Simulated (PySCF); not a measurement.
These 3 structures share the formula C5H5F3. Level of theory: PySCF 2.14.0, PBE0-D3(BJ)/def2-SVP geometry optimisation, gas phase. One conformer each; no zero-point energy, no entropy. No frequencies were run at this level. Point groups hold within 0.08 Å.

Problem. Order them by energy at this level, lowest first, and give relative energies in kcal/mol.
A. `CCC#CC(F)(F)F`
B. `FC(F)(F)[C@]12C[C@H]1C2`
C. `CC#CCC(F)(F)F`

Solution. C (0.0), B (3.6), A (8.6).

| SMILES | E (Eh) | E rel (kcal/mol) | dipole (D) | point group | A, B, C (MHz) |
| --- | --- | --- | --- | --- | --- |
| CC#CCC(F)(F)F | -492.14987 | 0.0 | 2.33 | – | 4846, 969.8, 951.9 |
| FC(F)(F)[C@]12C[C@H]1C2 | -492.14412 | 3.6 | 1.99 | Cs | 3518, 1789, 1614 |
| CCC#CC(F)(F)F | -492.13609 | 8.6 | 3.47 | C1 | 4589, 872.8, 849.7 |

Problem. How do the relative energies change in single points at CAM-B3LYP/def2-SVPD (no added dispersion term) on the same geometries?

Solution. 
| SMILES | PBE0-D3(BJ)/def2-SVP (kcal/mol) | CAM-B3LYP/def2-SVPD (kcal/mol) | shift |
| --- | --- | --- | --- |
| CC#CCC(F)(F)F | 0.0 | 0.0 | 0.0 |
| FC(F)(F)[C@]12C[C@H]1C2 | 3.6 | 10.6 | +7.0 |
| CCC#CC(F)(F)F | 8.6 | 8.8 | +0.2 |

Each column counts from its own lowest isomer. The lowest isomer stays, but the order above it changes; the largest shift is 7.0 kcal/mol.
